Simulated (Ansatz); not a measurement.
`ClC1=CO[SiH2]1` → 2 C• + Cl• + 3 H• + O• + Si•  (atomization)

Calculated with Ansatz (gas phase, PBE0-D4/def2-TZVP geometries, no zero-point term in ΔE). CCSD(T)/CBS is the MP2 limit (def2-TZVPP, def2-QZVPP) plus CCSD(T) − MP2 in def2-TZVPP, frozen cores. This one scheme is used for every species, atoms too. No spin–orbit coupling; open shells (•) take unrestricted orbitals. Spin–orbit coupling would lower the free atoms: a little for C, Cl, O, Si.

`ClC1=CO[SiH2]1`:

```xyz
8

Cl    0.256    2.588   -0.302
C     0.026    0.922   -0.071
C    -0.979    0.272    0.537
O    -0.743   -1.091    0.486
Si    0.709   -0.765   -0.354
H    -1.886    0.609    1.029
H     0.710   -1.332   -1.722
H     1.907   -1.204    0.396
```

```csv
species,CCSD(T)/CBS(def2) energy (Eh)
`ClC1=CO[SiH2]1`,-901.90960
C•,-37.79194
Cl•,-459.70966
H•,-0.50000
O•,-75.00631
Si•,-288.94402
```

**Question.** Work out ΔE.

**Answer.** ΔE = 3 × (-0.50000) + 2 × (-37.79194) + (-459.70966) + (-75.00631) + (-288.94402) − (-901.90960) = 1.16573 Eh = +3060.6 kJ/mol.

**Question.** What do rigid-rotor, harmonic-oscillator terms from PBE0-D4/def2-TZVP frequencies (298.15 K, 1 bar) make of the CCSD(T)/CBS value? (Best estimate.)

**Answer.** The calculation gave: ΔZPE = -115.7 kJ/mol, ΔH = +2978.1 kJ/mol, ΔS = 847 J/(mol·K), ΔG = +2725.7 kJ/mol. Open shells count their whole term as degenerate.

Largest T1 diagnostic among the species: 0.014.

The D4 term adds +31.8 kJ/mol with B3LYP and +16.4 kJ/mol with PBE0; it sums over pairs of atoms, weighted by their polarisabilities, and B3LYP, whose exchange is more repulsive, gets the larger term. At CCSD(T), def2-SVP lies −212.9 kJ/mol from the extrapolated value and def2-TZVPP −96.2 kJ/mol: correlation converges slowly with the basis, and small sets miss more of it in the bonded molecule than in its fragments. In def2-TZVPP, CCSD(T) changes the Hartree–Fock value by +839.7 kJ/mol (the triples alone add +68.5 kJ/mol) and MP2 by +941.5 kJ/mol; breaking electron pairs costs correlation energy, which Hartree–Fock lacks.

B3LYP here is the variant with VWN-RPA as its local correlation; programs differ in this.

For atomizations the MP2-based limit and the directly extrapolated one differ by several kJ/mol either way, and by 10 to 25 for some Ge, Se and Sn compounds, so smaller differences from it don't rank the levels.
